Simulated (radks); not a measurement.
Problem. The europium ion Eu+, configuration [Kr] 4d10 4f7 5s2 5p5 6s1 6p1 (not the ground configuration). All-electron calculation, scalar-relativistic Kohn-Sham, PW91, spin-polarised, spherical densities, point nucleus; open shells are filled with parallel spins first (spin-orbit coupling, left out, can overturn this in heavy ions). Program: a radial shooting solver on a logarithmic mesh with Libxc functionals. Some entries of the table are withheld. Estimate them.

orbital,occ.,eigenvalue (hartree),<r^2> (bohr^2),<1/r> (bohr^-1)
1s up,1,-1778.220,0.0006791,70.24
1s down,1,-1778.217,0.0006791,70.24
2s up,1,-292.3520,0.01068,16.28
2s down,1,-292.3488,0.01068,16.28
2p up,3,-260.5211,0.008589,15.23
2p down,3,-260.5175,0.008589,15.23
3s up,1,-64.68066,0.07120,5.962
3s down,1,-64.59300,0.07108,5.967
3p up,3,-54.77580,0.07135,5.612
3p down,3,-54.68833,0.07121,5.618
3d up,5,-41.52655,0.06009,5.326
3d down,5,-41.45871,0.05991,5.331
4s up,1,-13.25876,0.3620,2.506
4s down,1,-13.04587,0.3618,2.506
4p up,3,-10.00293,0.4093,2.304
4p down,3,-9.79035,0.4091,2.304
4d up,5,-5.46876,0.4977,2.023
4d down,5,-5.25594,0.4982,2.022
5s up,1,-2.13548,2.076,0.9742
5s down,1,-1.97981,2.140,0.9572
5p up,3,-1.34039,2.822,0.8274
5p down,2,-1.21014,2.955,0.8063
4f up,7,-0.60766,(1),1.441
5d up,0,-0.41940,6.909,0.5333
6s up,1,-0.41581,13.89,0.3571
4f down,0,-0.41002,(2),1.402
6s down,0,-0.34729,13.44,0.3623
5d down,0,-0.33702,7.320,0.5103
6p up,1,-0.27131,21.03,0.2892
7s up,0,-0.13285,64.29,0.1666

Solution. 
(1) 4f up <r^2> (bohr^2): 1.114
(2) 4f down <r^2> (bohr^2): 1.283
